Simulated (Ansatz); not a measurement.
Born–Oppenheimer molecular dynamics of GeH6O (8 atoms, charge 0, multiplicity 1). It starts at the highest image of a converged band. Of that band: Neighbouring images differ by up to 1.6 eV, so the band resolves the path poorly. A vibrational analysis at the climbing image gives one clearly imaginary mode, 1269i cm⁻¹: a first-order saddle point.

The calculation used RKS r2SCAN/def2-SVP (Ansatz 0.2.0).

```json
{
 "ensemble": "NVE (velocity Verlet)",
 "time step": "0.5 fs",
 "steps asked": "200",
 "starting velocities drawn for": "100 K",
 "seed": "7921"
}
```

First frame:

```xyz
8
Properties=species:S:1:pos:R:3
Ge 0.065 -0.103 -0.048
O 0.122 -0.167 1.982
H -0.740 -0.269 2.421
H 1.372 0.387 -0.676
H -0.864 1.140 0.089
H -0.743 -1.114 -0.880
H 0.972 -1.606 0.668
H 0.622 -1.153 1.584
```

Question: How far do the bonds stretch over the last three quarters of this one trajectory? (Pairs bonded in most of those frames.)

Answer: 
```tsv
bond	mean (Å)	spread (Å)	shortest	longest
Ge1–H4	1.542	0.010	1.52	1.56
Ge1–H5	1.538	0.022	1.51	1.59
Ge1–H6	1.545	0.022	1.51	1.60
Ge1–H7	1.537	0.044	1.46	1.60
O2–H3	0.971	0.010	0.94	0.99
O2–H8	0.970	0.016	0.94	1.00
```

Pairs bonded in part of these frames only: Ge1–O2 11 %.

Mean temperature of the second half: 2186 K. The conserved energy stayed within 0.086 meV per atom of its start (net change -0.037 meV per atom), so the integration is sound. The kinetic energy rose, since the run started high on the potential surface and went downhill. It ends in pieces (GeH4 + H2O), so much of that is their flight and rotation, not heat. A run of 0.1 ps of so small a system gives no equilibrium averages. The orbitals stay closed-shell, which can raise the energy where a bond breaks towards radicals; this wasn't checked here.

Time of the run: 4.3 min on 2 threads of Arm Neoverse V2, on a shared host, peak memory 0.17 GiB.
